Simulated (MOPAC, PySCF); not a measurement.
Isomers of CH4B2. Isolated molecules, 0 K electronic values unless said otherwise. One relaxed conformer stands for each flexible species; it need not be the lowest. Strings in code marks are SMILES.

Quantity: vertical ionisation energy (energy after one electron is removed minus that of the parent at the parent's geometry), in eV.

Level 1: ωB97X-D3(BJ)/def2-TZVP // PBE0-D3(BJ)/def2-TZVP (PySCF)
Level 2: minus the HOMO energy of HF/6-31G* // PBE0-D3(BJ)/def2-TZVP (PySCF)
Level 3: minus the HOMO energy of PM7 // PBE0-D3(BJ)/def2-TZVP (MOPAC)
Level 4: minus the HOMO energy of ωB97X-D3(BJ)/def2-TZVP // PBE0-D3(BJ)/def2-TZVP (PySCF)

```json
[
 {"species": "`B=BC`", "level 1": "7.54", "level 2": "7.00", "level 3": "7.83", "level 4": "7.51"},
 {"species": "`BB=C`", "level 1": "9.32", "level 2": "8.87", "level 3": "9.60", "level 4": "9.37"}
]
```
